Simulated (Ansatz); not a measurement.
Consider the homolysis of the F–In bond: `C[CH2][In]([F])[Cl]` → F• + `C[CH2][In][Cl]`•.

Calculated with Ansatz (gas phase, PBE0-D4/def2-TZVP geometries, no zero-point term in ΔE). CCSD(T)/CBS adds triple-zeta CCSD(T) − MP2 to the extrapolated MP2 energy (def2 sets, frozen cores). This one scheme is used for every species, atoms too. Functionals use def2-TZVPP. Open shells (•) are unrestricted, without spin–orbit coupling. Spin–orbit coupling would lower the free atoms: a little for F. def2 core potentials past Kr. Bonds to In are less sure, by a few kJ/mol each and by 10 to 20 or more in all where they break to atoms, as the def2 sets lack core-valence functions. One conformer a species, not always the lowest.

Task: What is ΔE at CCSD(T)/CBS? (Best estimate.)

Result: Ansatz gave: +114.8 kcal/mol.

Task: What do these levels give: PBE-D4, r2SCAN-D4, PBE, SCS-MP2/def2-TZVPP, MP2/def2-QZVPP, CCSD/CBS(def2)? (Estimate.)

Result: Ansatz gave: PBE-D4 112.2, r2SCAN-D4 109.0, PBE 112.2, SCS-MP2/def2-TZVPP 114.6, MP2/def2-QZVPP 121.3, CCSD/CBS(def2) 111.9 kcal/mol.

Largest T1 diagnostic among the species: 0.016.

From PBE to PBE0 (25 % exact exchange), in def2-TZVPP and without D4, ΔE moves by −4.8 kcal/mol: exact exchange takes away binding that semilocal exchange gives to molecules. In def2-TZVPP, CCSD(T) changes the Hartree–Fock value by +36.2 kcal/mol (the triples alone add +2.8 kcal/mol) and MP2 by +44.7 kcal/mol; breaking electron pairs costs correlation energy, which Hartree–Fock lacks.
